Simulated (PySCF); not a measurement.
**What the settings do**

Molecule: `InChI=1S/C4H12Si3/c1-4(6)7-3-2-5/h4H,7H2,1,5-6H3/t4-/m1/s1`; geometry GFN2-xTB.

Cartesian coordinates in Å; atom numbers follow the order of the lines, from 1:
```xyz
19

C    -2.910   -0.789    0.168
C    -1.501   -0.220    0.332
Si   -1.370    1.512   -0.452
Si   -0.189   -1.442   -0.324
C     1.470   -0.702    0.023
C     2.535   -0.181    0.271
Si    4.141    0.651    0.651
H    -3.004   -1.759    0.657
H    -3.654   -0.122    0.602
H    -3.153   -0.920   -0.885
H    -1.314   -0.101    1.406
H    -2.391    2.386    0.139
H    -1.619    1.413   -1.893
H    -0.042    2.074   -0.211
H    -0.293   -2.731    0.379
H    -0.339   -1.648   -1.771
H     3.944    2.099    0.534
H     4.536    0.297    2.018
H     5.145    0.190   -0.312
```

All runs: PySCF 2.14, non-relativistic, gas phase unless a solvent (IEF-PCM) is named; grid level 2, GIAOs and SCF threshold 1e-9 unless changed. The yardstick, PBE0/pcSseg-1, gives these isotropic shieldings σ (ppm, equivalent atoms averaged): C1 172.6, C2 185.1, Si4 410.3, Si3 413.1, H15 27.19, H8/H9/H10 30.45, H11 31.20.

Q: What do these inputs give? (1) PBE0/3-21G; aux def2-qzvpp-jkfit; conv 1e-07; (2) PBE0/pcSseg-1; grid level 1; level_shift 0.3

A: 
```tsv
run	outcome	functions	wall time	C1	C2	Si4	Si3	H15	H8/H9/H10	H11
1	converged	99	9.9 s	193.5	210.4	543.2	520.2	28.49	31.75	32.64
2	converged	200	26 s	172.6	185.1	410.3	413.1	27.19	30.45	31.20
```

Times are on 1 thread of an Arm Neoverse V1, shared host.

Q: Comment on the technical settings and failures.

A: 
- Run 1: The orbital basis differs from the yardstick's, which in itself moves the values. With 99 functions the basis is far too small for magnetic properties. The other auxiliary basis adds little: it changes only the density-fitting error.
- Run 2: Grid level 1 is coarse; it adds numerical noise and can break the equality of equivalent atoms. The level shift changes the path of the SCF (13 cycles), not the solution, provided the same state is reached.

Run 1 was set up unsoundly or failed; its numbers aren't to be quoted as properties of the molecule.
